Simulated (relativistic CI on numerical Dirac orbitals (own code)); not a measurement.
## Sensitivity of the levels of Bi³¹⁺ to α and to the nuclear radius

These numbers are calculated, not measured: Dirac-Coulomb-Breit CI, orbitals from a KLI potential per configuration, derivatives by finite differences, unscaled Slater integrals, QED left out (own radial code, finite nucleus).

CI space (outside the closed core [Kr] 4d10): 4f⁶, 4f⁵5s, 4f⁴5s². Levels of other configurations are missing.

With x = (α/α₀)² − 1 an excitation energy changes as ω = ω₀ + qx; K = 2q/ω₀ is the relative enhancement. Terms are leading LS components, so labels can repeat. The field-shift factor is F = δν/δ⟨r²⟩ for the transition from the lowest level.

Lowest level 4f⁶ ⁵D0.

```
   Level  ω₀ (cm⁻¹)  q (cm⁻¹)  F (GHz/fm²)
 4f⁶ ⁷F1    26724.3     49880         2.99
 4f⁶ ⁷F2    47178.2     78400         4.78
 4f⁶ ⁷F3    61907.6     92270         5.72
 4f⁶ ⁷F4    72843.5     98940         6.24
 4f⁶ ⁷F6    76532.5     63930         4.49
 4f⁶ ⁷F0    78204.9     87090         5.67
 4f⁶ ⁷F5    79810.1     97560         6.28
 4f⁶ ⁵L6   102205.4     84200          5.9
 4f⁶ ⁷F1   105461.8    104800         6.99
 4f⁶ ³F2   115705.2     63410         4.97
 4f⁶ ⁵H3   122025.0     70090         5.41
 4f⁶ ⁵L7   126025.8     89310         6.52
 4f⁶ ³I5   127653.5     87010          6.4
 4f⁶ ⁵D2   128042.0    110700         7.63
 4f⁶ ⁵H4   129350.3     79180            6
 4f⁶ ⁵L6   138882.1    116900         8.13
 4f⁶ ⁵L8   140767.6     99350         7.28
4f⁶ ³M10   140977.3     89070         6.79
 4f⁶ ⁵D3   142799.7    102500         7.41
 4f⁶ ⁵G4   146261.9     93110         6.98
 4f⁶ ⁵G5   147939.1     76620         6.14
 4f⁶ ⁵L9   149667.3    107000         7.82
 4f⁶ ⁵G2   151822.4     93890         7.09
```

At this charge energies of transitions that change n are usually good to better than 1 %, and those within a shell (Δn = 0) to a few per cent. Terms inside the open d or f shell come out 10 to 20 % too wide with unscaled integrals.

Problem. Which transition from the lowest level has the largest |K|?

Solution. 4f⁶ ⁷F1 at 26724.3 cm⁻¹, K = 3.73.
